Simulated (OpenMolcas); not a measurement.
# Sm2+ in a point-charge field

Sm2+ among 8 point charges of -1.5 e arranged as a cube (Oh), 2.35 Å from the ion.

| Property | Result |
| --- | --- |
| Program | OpenMolcas |
| Method | CASSCF |
| Basis | ANO-RCC-VDZP [7s6p4d2f1g] |
| Scalar Hamiltonian | DKH2, point nucleus |
| Active space | 6 electrons in 7 orbitals (4f) |
| State averaging | 2S+1 = 7 even, 7 roots; 2S+1 = 5 even, 88 roots kept (CI in the orbitals of an earlier block, 86 in the spin-orbit step); 2S+1 = 3 even, 91 roots kept (CI in the orbitals of an earlier block, 75 in the spin-orbit step); 2S+1 = 1 even, 1 root kept (CI in the orbitals of an earlier block, 0 in the spin-orbit step) |
| Spin-orbit coupling | RASSI with atomic mean-field integrals over the reference wave functions |

The lowest spin-free states (labels of O, the rotations of Oh), above the lowest:

| State | Degeneracy | E (cm-1) | Free-ion L (%) |
| --- | --- | --- | --- |
| 7A2 | 1 | 0.0 | F (100) |
| 7T2 | 3 | 724.2 | F (100) |
| 7T1 | 3 | 976.7 | F (100) |
| 5E | 2 | 22199 | D (100) |
| 5T2 | 3 | 22387 | D (100) |
| 5A1 | 1 | 24987 | L (99) |
| 5T1 | 3 | 24989 | L (98) |
| 5E | 2 | 24989 | L (98) |
| 5T2 | 3 | 25602 | L (100) |
| 5T1 | 3 | 25684 | L (100) |
| 5E | 2 | 25870 | L (100) |
| 5T2 | 3 | 25909 | L (100) |
| 5T2 | 3 | 26377 | G (99) |
| 5E | 2 | 26634 | G (98) |
| 5T1 | 3 | 26757 | G (98) |
| 5A1 | 1 | 26959 | G (98) |
| 5T1 | 3 | 30379 | H (99) |
| 5E | 2 | 30439 | H (99) |
| 5T2 | 3 | 30913 | H (100) |
| 5T1 | 3 | 31010 | H (100) |

The lowest levels with spin-orbit coupling:

| E (cm-1) | Degeneracy | Label | 2S+1 | J | |mJ| (%) |
| --- | --- | --- | --- | --- | --- |
| 0.0 | 1 | A1 | 7 | 0.41 | 0 (99) |
| 261.5 | 3 | T1 | 7 | 1.23 | 1 (65) |
| 623.1 | 3 | T2 | 7 | 2.19 | 1 (64) |
| 1002 | 2 | E | 7 | 2.01 | 2 (50) |
| 1463 | 3 | T1 | 7 | 3.02 | 3 (39) |
| 1558 | 3 | T2 | 7 | 2.97 | 1 (43) |
| 1640 | 1 | A2 | 7 | 3.01 | 2 (100) |
| 2021 | 1 | A1 | 7 | 4.01 | 0 (58) |
| 2238 | 3 | T1 | 7 | 3.98 | 1 (56) |
| 2361 | 2 | E | 7 | 4.00 | 2 (50) |
| 2506 | 3 | T2 | 7 | 3.99 | 3 (58) |
| 3076 | 3 | T2 | 7 | 5.01 | 2 (33) |
| 3123 | 3 | T1 | 7 | 5.00 | 5 (34) |
| 3343 | 2 | E | 7 | 4.99 | 2 (50) |
| 3358 | 3 | T1 | 7 | 4.99 | 3 (53) |
| 4087 | 1 | A1 | 7 | 5.95 | 4 (86) |
| 4141 | 3 | T1 | 7 | 5.94 | 4 (32) |
| 4192 | 3 | T2 | 7 | 5.93 | 5 (39) |
| 4323 | 1 | A2 | 7 | 5.99 | 2 (69) |
| 4356 | 3 | T2 | 7 | 5.99 | 1 (54) |

Powder χT (cm3 K/mol): 0.0166 at 2 K, 0.0829 at 10 K, 0.415 at 50 K, 0.813 at 100 K, 1.34 at 200 K, 1.64 at 300 K. The effective moment at 300 K is 2.828 √(χT) = 3.63 μB.

Hund's rules give f6 a J = 0 ground level with no moment of its own; the computed χT of 1.644 cm3 K/mol at 300 K comes from higher levels.

High states are left out of the spin-orbit mixing, which shifts the levels that they would mix with. Point charges carry no covalency, so the field is a model and not that of real ligands. The first state left out of the spin-orbit step lies near 44000 cm-1 above the lowest spin-free state of the reference (among the parities and spins computed), and the lists stop at four fifths of that energy or lower. No measured value stands beside these numbers.
